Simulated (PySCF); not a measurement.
BiF3, SMILES [F][Bi]([F])[F]. Atoms are numbered in the order given.

```xyz
4

Bi     0.0000     0.0000     0.2555
F      1.5064     0.8697    -0.7855
F      0.0000    -1.7395    -0.7855
F     -1.5064     0.8697    -0.7855
```
Charge 0, spin multiplicity 1.

Geometry optimised at B3LYP-D3(BJ)/def2-SVP. The isomer is the one that the SMILES or the coordinates give; other isomers of the formula were not compared. The def2 effective core potentials stand for the cores of Bi; spin–orbit coupling is left out.

Method: PySCF with PBE/def2-TZVPD.

Isolated molecule, no solvent.

- total energy = -514.16131 hartree
- point group = C3v
- highest occupied level = -8.71 eV
- lowest empty level = -2.74 eV
- orbital gap = 5.97 eV
- dipole moment = 4.94 D
- quadrupole, principal values (traceless, Buckingham form, about the centre of nuclear charge) = -2.47, -2.47, 4.95 D·Å
- mean static polarisability = 43.1 bohr³ (6.39 Å³)
- polarisability, principal values = 40.2, 44.5, 44.5 bohr³
